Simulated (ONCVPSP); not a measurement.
Building the ONCV potential for lutetium (Lu) (PBE, scalar-relativistic).

Lu (Z = 71), optimised norm-conserving Vanderbilt (ONCV), made with ONCVPSP 4.0.1 (PBE, scalar-relativistic). Core [Kr] 4d10, reference 4f13.5 5s2 5p6 5d1.5 6s2. Waves: 5s+6s: rc 2.15 bohr, ncon 4, nbas 8, qcut 7.3 1/bohr, 2 projectors; 5p: rc 2.30 bohr, ncon 3, nbas 6, qcut 5 1/bohr, 2 projectors, debl 1.3 Ha; 5d: rc 3.05 bohr, ncon 4, nbas 8, qcut 4.3 1/bohr, 2 projectors, debl 3.6 Ha; 4f: rc 0.85 bohr, ncon 4, nbas 9, qcut 23.1 1/bohr, local. Local part: the f channel. Core correction: none.

Poles of the logarithmic derivatives, all-electron (AE) and pseudo (PS). s: poles at -2.2, 3.1 (AE) and -2.2, 3.1 (PS) Ha. p: poles at -1.0, 3.4 (AE) and -1.0, 3.3 (PS) Ha. d: poles at 0.2, 2.4 (AE) and 0.2, 2.4 (PS) Ha. f: poles at 2.0 (AE) and 2.2 (PS) Ha. Test radii: s 2.19, p 2.34, d 3.09, f 0.87 bohr.

- Cutoffs needed: 203 Ha and 225 Ha (the cutoffs (Ha) at which the residual kinetic energy of the hardest occupied pseudo-wave falls to 1 and 0.1 mHa per electron)
- Ghost test: ghosts flagged at negative energy: s at -1075.7 eV, p at -546.7 eV, d at -324.4 eV; GHOST(+) flagged for s at 11.2 eV; a true bound ghost makes a file unfit for plane-wave use
- Largest excitation error: -85 meV (all-electron minus pseudo) for 4f14 5s2 5p5 5d1 6s2, out of 4 test configurations
